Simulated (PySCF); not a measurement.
Predicted microwave data (PBE0-D3(BJ)/def2-SVP geometry optimisation, gas phase (PySCF)) for one isomer of C6H11Cl:

```
Rotational constants : A = 3219, B = 1775, C = 1523 MHz
Dipole components    : |μa| = 1.47 D, |μb| = 0.00 D, |μc| = 1.25 D
Inertial defect      : -109.99 u·Å²
κ                    : -0.70
```

Question: Which structure is it? (One computed conformer of each.)
A. `[CH3:1][C:2]([CH3:3])=[C:4]([CH3:5])[CH2:6][Cl:7]` with C2–C4–C6–Cl7 -102°
B. `[Cl:1][CH2:2][CH:3]1[CH2:4][CH2:5][CH2:6][CH2:7]1` with Cl1–C2–C3–C4 -60°, C2–C3–C4–C5 139°, C3–C4–C5–C6 15°, C4–C5–C6–C7 -35°, C5–C6–C7–C3 42°
C. `[Cl:1][CH:2]1[CH2:3][CH2:4][CH2:5][CH2:6][CH2:7]1` with Cl1–C2–C3–C4 70°, C2–C3–C4–C5 54°, C3–C4–C5–C6 -55°, C4–C5–C6–C7 55°

Answer: C. It is ClC1CCCCC1, an asymmetric top, point group Cs. The candidates at the same level (rigid rotor, commonest isotopes):

```csv
SMILES,A (MHz),B (MHz),C (MHz),μa (D),μb (D),μc (D),Δ (u·Å²),point group,rotor
CC(C)=C(C)CCl,3250,1301,1040,1.96,0.06,1.01,-57.82,C1,asymmetric top
ClC1CCCCC1,3219,1775,1523,1.47,0.00,1.25,-109.99,Cs,asymmetric top
ClCC1CCCC1,4030,1314,1265,1.03,0.62,1.39,-110.52,C1,near-prolate asymmetric top
```

`ClCC1CCCC1` has B 26 % too low; `CC(C)=C(C)CCl` has C 32 % too low. In the right answer the mirror of this Cs structure is the ac plane, so μb vanishes by symmetry. No structure here is proved a minimum.
